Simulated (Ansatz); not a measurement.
Consider the formal exchange of groups at a Ti–O bond: `[OH][Ti]([F])([Cl])[Cl]` + `CNC(C)F` → `[F][Ti]([F])([Cl])[Cl]` + `CNC(C)O`.

Calculated with Ansatz (gas phase, PBE0-D4/def2-TZVP geometries, no zero-point term in ΔE). CBS: MP2 limit from def2 TZ/QZ plus the TZ coupled-cluster correction, frozen cores. Functionals use def2-TZVPP. B3LYP here is the variant with VWN-RPA as its local correlation; programs differ in this. For Ti outer-core shells are correlated without core-valence functions, which leaves a few kJ/mol of doubt a bond. Scalar relativity is left out up to krypton. One conformer a species, not always the lowest.

```json
{"level": "ωB97M-V", "ΔE (kcal/mol)": "-2.6"}
{"level": "PBE", "ΔE (kcal/mol)": "-3.2"}
{"level": "r2SCAN", "ΔE (kcal/mol)": "-3.0"}
{"level": "PBE0", "ΔE (kcal/mol)": "-2.8"}
{"level": "B3LYP", "ΔE (kcal/mol)": "-1.6"}
{"level": "SCS-MP2/def2-TZVPP", "ΔE (kcal/mol)": "-2.6"}
{"level": "CCSD(T)/def2-TZVPP", "ΔE (kcal/mol)": "-3.0"}
{"level": "HF/CBS(def2)", "ΔE (kcal/mol)": "-1.2"}
```

**Question.** What does CCSD(T)/CBS give? (An estimate is asked.)

**Answer.** The calculation gave: -2.2 kcal/mol. The listed levels differ from it by -0.4, -1.0, -0.8, -0.6, 0.6, -0.4, -0.8, 1.0 kcal/mol.

Largest T1 diagnostic among the species: 0.024, so the coupled-cluster value is less sure than usual.

In def2-TZVPP, CCSD(T) changes the Hartree–Fock value by −2.3 kcal/mol (the triples alone add −0.2 kcal/mol) and MP2 by −2.1 kcal/mol.
